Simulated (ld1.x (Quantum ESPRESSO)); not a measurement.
How hard is this silver (Ag) TM potential?

```
Element                 : silver
Generator               : ld1.x (Quantum ESPRESSO) 7.5
Type                    : norm-conserving Troullier–Martins (Kleinman–Bylander form)
Functional              : PBE
Relativity              : fully relativistic
Frozen core             : [Ar] 3d10
Valence charge          : 19
Reference configuration : 4s2 4p6 4d10 5s0 5p0 (charge +1)
Partial waves           : 4p (bound): rc 1.70 bohr; 4d (bound): rc 1.50 bohr; 4s (bound): rc 1.25 bohr
Local potential         : the s channel
Core correction         : Bessel-smoothed model core inside 0.85 bohr
```

Open shells are filled in proportion to 2j + 1 (rel_dist='average').

The pseudo-atom Hamiltonian at the reference potential is diagonalised in spherical Bessel functions j_l(qr) that vanish at 20 bohr, with q² up to the cutoff. All-electron valence levels (Ry): 4p1/2 -5.1663, 5p1/2 -0.4760, 4p3/2 -4.7934, 5p3/2 -0.4569, 4d3/2 -1.1746, 4d5/2 -1.1329, 4s -7.5863, 5s -0.8295.

**Question.** How do the lowest levels (Ry) of each channel move with the cutoff, and are there ghosts?

**Answer.**

```csv
cutoff (Ry),p1/2 #1,p1/2 #2,p1/2 #3,p3/2 #1,p3/2 #2,p3/2 #3,d3/2 #1,d3/2 #2,d5/2 #1,s #1,s #2,s #3,f #1,Σ f·Δε (mRy)
8,-3.0707,-0.3434,-0.1121,-2.9928,-0.3403,-0.1114,-0.2827,-0.0919,-0.2823,-7.0026,-0.7685,-0.2012,-0.0464,21209.0
12,-4.0580,-0.3970,-0.1234,-3.8972,-0.3908,-0.1222,-0.4074,-0.1091,-0.4056,-7.1482,-0.8293,-0.2132,-0.0464,14086.9
21,-4.9637,-0.4576,-0.1352,-4.6556,-0.4440,-0.1328,-0.7602,-0.1314,-0.7480,-7.2225,-0.8420,-0.2161,-0.0464,5627.2
30,-5.1441,-0.4799,-0.1395,-4.7812,-0.4625,-0.1364,-0.9744,-0.1392,-0.9507,-7.3960,-0.8492,-0.2171,-0.0464,2344.6
40,-5.1643,-0.4865,-0.1408,-4.7921,-0.4691,-0.1378,-1.1125,-0.1434,-1.0777,-7.5366,-0.8631,-0.2195,-0.0464,665.1
50,-5.1653,-0.4884,-0.1412,-4.7924,-0.4722,-0.1385,-1.1567,-0.1448,-1.1172,-7.5639,-0.8691,-0.2206,-0.0464,193.0
70,-5.1657,-0.4886,-0.1413,-4.7929,-0.4733,-0.1388,-1.1719,-0.1454,-1.1303,-7.5678,-0.8706,-0.2209,-0.0464,43.1
90,-5.1659,-0.4888,-0.1413,-4.7930,-0.4734,-0.1388,-1.1724,-0.1454,-1.1307,-7.5798,-0.8709,-0.2209,-0.0464,14.1
110,-5.1659,-0.4890,-0.1414,-4.7930,-0.4738,-0.1389,-1.1724,-0.1454,-1.1308,-7.5849,-0.8715,-0.2210,-0.0464,3.4
160,-5.1659,-0.4891,-0.1414,-4.7930,-0.4740,-0.1389,-1.1725,-0.1454,-1.1309,-7.5857,-0.8718,-0.2211,-0.0464,0.8
200,-5.1659,-0.4891,-0.1414,-4.7930,-0.4740,-0.1389,-1.1725,-0.1454,-1.1309,-7.5861,-0.8718,-0.2211,-0.0464,0.1
400,-5.1659,-0.4891,-0.1414,-4.7930,-0.4740,-0.1389,-1.1725,-0.1454,-1.1309,-7.5862,-0.8718,-0.2211,-0.0464,0.0
```

Result: no extra level below or beside the all-electron valence levels (p1/2, p3/2, d3/2, d5/2, s, f tested); 10 mRy is reached at 100 Ry and 1 mRy at 160 Ry.

Its largest configuration-test error is +1199 meV.
